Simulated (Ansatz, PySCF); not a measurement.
The pair A = H2S (SMILES S) (first 3 atoms), B = ClH3Si (SMILES [SiH3]Cl); geometry from B3LYP-D3(BJ)/def2-TZVP.
(charge 0, multiplicity 1):
```xyz
8

S      1.2014    -0.0802    -0.5346
H     -0.0448    -0.5280    -0.3149
H      0.8454     1.1874    -0.2732
Si     0.7098     0.0734     3.2333
Cl    -0.9853     0.9631     2.4355
H      0.7806    -1.3182     2.7548
H      0.5689     0.1063     4.7032
H      1.8904     0.8478     2.8126
```

Correlated levels freeze the cores. CBS(a, b) extrapolates the correlation energy as X⁻³ and adds the Hartree–Fock energy of set b. MP2 and its Hartree–Fock in aug-cc-pV(T+d)Z are density fitted.

Codes used: Ansatz (Gaussian orbitals); PySCF for the dispersion terms. Each number belongs to the level named beside it.

The monomers are drawn apart, rigid, along the line of their centres of mass. Counterpoise-corrected interaction energies (kcal/mol):

```csv
level,R = 5.163 Å,R = 6.684 Å
PBE/def2-TZVPPD,-0.4305,-0.1162
PBE-D3(BJ)/def2-TZVPPD,-0.7651,-0.1898
wB97M-V/def2-TZVPPD,-0.6412,-0.1785
"MP2/CBS(aug-cc-pV(D+d)Z, aug-cc-pV(T+d)Z) + ΔCCSD(T)/aug-cc-pV(D+d)Z",-0.6338,-0.1717
```

**Question.** R is the distance of the centres of mass. Find the local exponent m of E ∝ R⁻ᵐ between the two points.

**Answer.** 
m = ln(E₁/E₂)/ln(R₂/R₁): PBE/def2-TZVPPD 5.1; PBE-D3(BJ)/def2-TZVPPD 5.4; wB97M-V/def2-TZVPPD 5.0; MP2/CBS(aug-cc-pV(D+d)Z, aug-cc-pV(T+d)Z) + ΔCCSD(T)/aug-cc-pV(D+d)Z 5.1. For scale, two fixed dipoles give m = 3, dipole and quadrupole 4, quadrupoles 5, and dispersion or dipole-induced dipole 6 at long range; at these distances several terms mix, and what is left of overlap and damping shifts m, so it need not match one of them.

Ansatz is a first-principles code.
